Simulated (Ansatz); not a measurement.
Calculated with Ansatz (gas phase, PBE0-D4/def2-TZVP geometries, no zero-point term in ΔE). CCSD(T)/CBS is the MP2 limit (def2-TZVPP, def2-QZVPP) plus CCSD(T) − MP2 in def2-TZVPP, frozen cores. This one scheme is used for every species. DFT in def2-TZVPP. HSE06 is defined as in plane-wave codes. For Ga outer-core shells are correlated without core-valence functions, which leaves a few kJ/mol of doubt a bond. Scalar relativity is left out up to krypton. One conformer a species, not always the lowest.

Reaction (ligand exchange at a Ga–Cl bond): `[SiH3][GaH][Cl]` + H₂S → `[SiH3][GaH][SH]` + HCl

`[SiH3][GaH][Cl]`:

Z-matrix (Å, degrees):
```
Si
Ga 1 2.404
H 1 1.487 2 109.1
H 1 1.487 2 109.1 3 118.8
H 1 1.487 2 111.9 3 -120.6
Cl 2 2.161 1 113.6 3 -59.2
H 2 1.564 1 133.0 3 120.8
```

H₂S:

Cartesian coordinates in Å:
```
S 0.593 -0.145 0.102
H -0.508 -0.865 -0.157
H -0.085 1.011 0.055
```

`[SiH3][GaH][SH]`:

Z-matrix (Å, degrees):
```
Si
Ga 1 2.404
H 1 1.489 2 110.5
H 1 1.488 2 110.9 3 120.2
H 1 1.489 2 110.6 3 -119.5
S 2 2.205 1 118.6 3 -119.7
H 2 1.565 1 128.2 3 60.2
H 6 1.343 2 95.4 1 -0.0
```

HCl:

```xyz
2

Cl    0.311    0.415   -0.375
H    -0.311   -0.415    0.375
```

| level | ΔE (kJ/mol) | difference from CCSD(T)/CBS |
| --- | --- | --- |
| HSE06-D4 | 23.5 | 0.1 |
| CAM-B3LYP-D4 | 29.4 | 6.0 |
| B2PLYP | 28.0 | 4.6 |
| revPBE | 24.0 | 0.6 |
| CAM-B3LYP | 31.0 | 7.6 |
| MP2/def2-TZVPP | 23.3 | -0.1 |
| SCS-MP2/def2-TZVPP | 27.1 | 3.7 |
| CCSD/def2-TZVPP | 26.7 | 3.3 |
| HF/def2-QZVPP | 42.6 | 19.2 |
| MP2/CBS(def2) | 22.7 | -0.7 |
| CCSD(T)/CBS | 23.4 | 0 |

**Question.** What do rigid-rotor, harmonic-oscillator terms from PBE0-D4/def2-TZVP frequencies (298.15 K, 1 bar) make of the CCSD(T)/CBS value? (An estimate is asked.)

**Answer.** Computed: ΔZPE = +0.3 kJ/mol, ΔH = +23.7 kJ/mol, ΔS = -14 J/(mol·K), ΔG = +28.0 kJ/mol. Modes under 50 cm⁻¹ make the entropy rough.

Largest T1 diagnostic among the species: 0.014.

Leaving LDA and LC-ωPBE aside and taking each functional with its dispersion term where it has one, the values, not all of them listed here, spread over 10.6 kJ/mol, from PBE-D4 to BHLYP-D4. LDA lies −5.1 kJ/mol from PBE without D4. At CCSD(T), def2-SVP lies +5.2 kJ/mol from the extrapolated value and def2-TZVPP +0.6 kJ/mol.
